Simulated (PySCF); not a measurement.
These compounds are isomers of formula C6H9FSi.

A. `C1(F)=C[SiH2]C=C1CC`
B. `[C@@H]1([C@@H](C#C)C)C[Si@H]1F`
C. SMILES C#C[C@@H](C)[C@@H]1C[Si@@H]1F
D. SMILES FCC#CC1C[SiH2]C1
E. `CC#C[C@@]1([SiH3])C[C@H]1F`

Spectrum 1. $^{13}$C{$^{1}$H} NMR (computed): δ 105.5 (C), 83.9 (C), 74.1 (CH2), 24.6 (CH), 19.9 (CH2).

Spectrum 2. $^{13}$C{$^{1}$H} NMR (computed): δ 94.3 (C), 74.7 (CH), 28.6 (CH), 25.3 (CH), 23.5 (CH3), 8.4 (CH2).

Spectrum 3. $^{13}$C{$^{1}$H} NMR (computed): δ 180.8 (C), 168.5 (C), 128.5 (CH), 100.7 (CH), 31.3 (CH2), 17.9 (CH3).

Spectrum 4. $^{13}$C{$^{1}$H} NMR (computed): δ 83.9 (C), 80.6 (C), 78.1 (CH), 20.9 (CH2), 4.9 (CH3), 3.0 (C).

Spectrum 5. $^{13}$C{$^{1}$H} NMR (computed): δ 92.3 (C), 78.1 (CH), 29.4 (CH), 26.5 (CH3), 22.8 (CH), 7.9 (CH2).

- GIAO PBE0/pcSseg-1 shieldings
- geometry from GFN2-xTB
- code: PySCF 2.14
- a single conformation, no solvent model, no relativistic terms, averaged over atoms made equivalent by symmetry, fast rotation or ring inversion

Chemical shifts δ = σref − σ; $^{13}$C vs TMS, all at this level. Splittings of carbon signals by F and P are missing where no couplings were computed. Shifts are as computed. Against solution values, carbons near 30 ppm lie about +3 ppm off and those near 130 ppm about +5 ppm. Of 1309 compounds with measured shifts, 239 miss one by over three times the rms of a fit or turn the order of signals round; such compounds aren't used in these exercises.

Question: Match each spectrum to its structure.

Answer: 1–D, 2–C, 3–A, 4–E, 5–B.

- Spectrum 1 (D): 5 $^{13}$C signals; δC 83.9 is an alkyne carbon; δC 74.1 is a propargylic sp3 CH2 bonded to F.
- Spectrum 2 (C): 6 $^{13}$C signals; δC 94.3 is an alkyne carbon; δC 74.7 is a terminal alkyne carbon.
- Spectrum 3 (A): 6 $^{13}$C signals; δC 128.5 is an alkene CH; δC 100.7 is an alkene CH.
- Spectrum 4 (E): 6 $^{13}$C signals; δC 83.9 is an alkyne carbon; δC 80.6 is an alkyne carbon.
- Spectrum 5 (B): 6 $^{13}$C signals; δC 92.3 is an alkyne carbon; δC 78.1 is a terminal alkyne carbon.
